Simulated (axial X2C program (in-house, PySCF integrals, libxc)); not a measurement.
Potential curves of TaO⁺, with spin–orbit coupling

All values were computed with an axial X2C code built on PySCF integrals. Two-component (2c) means X2C with spin–orbit coupling and atomic mean-field two-electron Coulomb and Gaunt terms. Basis: Ta dyall-cv3z [13s14p9d7f4g], O dyall-av3z [7s6p3d2f] (cores contracted in-house); Gaussian nuclei, density fitting, unrestricted open shells. Masses: Ta 180.948 u, O 15.995 u.

State: Ω = 1 (⟨Sz⟩ = -1.00, ⟨Lz⟩ = 2.00 at PBE0). Energies in cm⁻¹ from the lowest point of each curve. Fits are polynomials in 1 − R0/R over 0.85 to 1.23 times the lowest point R0.

```tsv
R (Å)	PBE0	TPSSh
1.5079	7349	8206
1.5576	2915	3487
1.6073	616	901
1.6570	0	0
1.7150	919	592
1.7730	3146	2505
1.8476	7312	6300
1.9387	13483	12132
```

The state is one determinant whose occupation by symmetry is held fixed; it was picked as the lowest of a PBE0 search that is not exhaustive. Density functionals use the spin component along the axis (collinear). Other states lie close and PBE0, whose exact exchange favours high spin, may order them wrongly; the determinant shown need not be the ground state. The nearest other 2c determinant of the search, Ω = 3, lies 0.48 eV up at the distance of the search. The functionals have no current-density term, which raises determinants with orbital currents, atoms included. With several unpaired electrons one determinant need not be a pure state. The determinant is spin-polarised beyond a pure state at some levels (its spin-free form has ⟨S²⟩ too high), which makes Re and μ there less reliable.

(1) Fit the PBE0 curve near its minimum: give the equilibrium distance and the harmonic wavenumber.

(2) Fit the TPSSh curve near its minimum: give the equilibrium distance and the harmonic wavenumber.

Answers

(1) At PBE0, 2c: Re = 1.653 Å, ωe ≈ 1110 cm⁻¹; Be follows as 0.42 cm⁻¹.

(2) At TPSSh, 2c: Re = 1.664 Å, ωe ≈ 1080 cm⁻¹; Be follows as 0.414 cm⁻¹.
